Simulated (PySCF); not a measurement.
Atoms are numbered as in `[CH3:1][CH:2]([CH3:3])[C:4]1=[CH:5][SiH2:6][C:7]([F:8])=[CH:9]1`. Each H is labelled by its parent atom.

[PySCF 2.14: PBE0/pcSseg-1 with gauge-including orbitals; coordinates at the PBE0-D3(BJ)/def2-SVP level; fast rotation and ring inversion assumed for equivalent nuclei; one conformer; isolated molecule; relativity neglected]

Problem. List the cross peaks expected in HSQC, COSY and HMBC spectra.

Solution. 

HSQC (one-bond C–H):
```
                δH            δC
      6.46 (H(C9))    128.9 (C9)
      5.22 (H(C5))    109.5 (C5)
      2.35 (H(C2))     41.8 (C2)
1.05 (H(C1)/H(C3))  22.8 (C1/C3)
```

COSY cross peaks (H two or three bonds apart, from the bond graph; peaks can be absent where the dihedral angle is near 90°):
```
          δH                  δH
5.22 (H(C5))       4.61 (H(Si6))
2.35 (H(C2))  1.05 (H(C1)/H(C3))
```

HMBC (two and three bonds, from the bond graph):
```
                δH                                                δC
      6.46 (H(C9))     185.6 (C7), 178.1 (C4), 109.5 (C5), 41.8 (C2)
      5.22 (H(C5))     185.6 (C7), 178.1 (C4), 128.9 (C9), 41.8 (C2)
     4.61 (H(Si6))    185.6 (C7), 178.1 (C4), 128.9 (C9), 109.5 (C5)
      2.35 (H(C2))  178.1 (C4), 128.9 (C9), 109.5 (C5), 22.8 (C1/C3)
1.05 (H(C1)/H(C3))               178.1 (C4), 41.8 (C2), 22.8 (C1/C3)
```

References, each an isolated molecule treated in the same way: $^{1}$H (31.27 ppm), $^{13}$C (184.41 ppm) vs TMS.

Short H···H contacts in this conformer between protons four or more bonds apart (candidates for NOE cross peaks, intensity ∝ r⁻⁶): H(C2)···H(C5) 2.38 Å, H(C1)···H(C9) 2.42 Å.

Shifts are as computed. Against solution values, carbons near 30 ppm lie about +2 ppm off and those near 130 ppm about +5 ppm. Of 1309 compounds with measured shifts, 239 miss one by over three times the rms of a fit or turn the order of signals round; such compounds aren't used in these exercises.
